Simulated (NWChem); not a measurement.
System: C3H5Cl; SMILES C/C=C\Cl

Program: NWChem. Geometry: optimised at PBE-D3(BJ)/def2-SVP. Level M06-2X/def2-SVP: energy and gradient on several grids; changes count from the extra-fine grid, which is no exact limit either.

```json
[
 {"grid": "xcoarse", "size of the energy change (μHa)": "10000", "largest change of a gradient component (μHa/bohr)": "900", "time, medium = 1 (rough)": "about 1"},
 {"grid": "coarse", "size of the energy change (μHa)": "200", "largest change of a gradient component (μHa/bohr)": "400", "time, medium = 1 (rough)": "about 1"},
 {"grid": "medium", "size of the energy change (μHa)": "20", "largest change of a gradient component (μHa/bohr)": "200", "time, medium = 1 (rough)": "about 1"},
 {"grid": "fine", "size of the energy change (μHa)": "< 10", "largest change of a gradient component (μHa/bohr)": "60", "time, medium = 1 (rough)": "about 1"},
 {"grid": "xfine", "size of the energy change (μHa)": "< 10", "largest change of a gradient component (μHa/bohr)": "< 30", "time, medium = 1 (rough)": "3"}
]
```
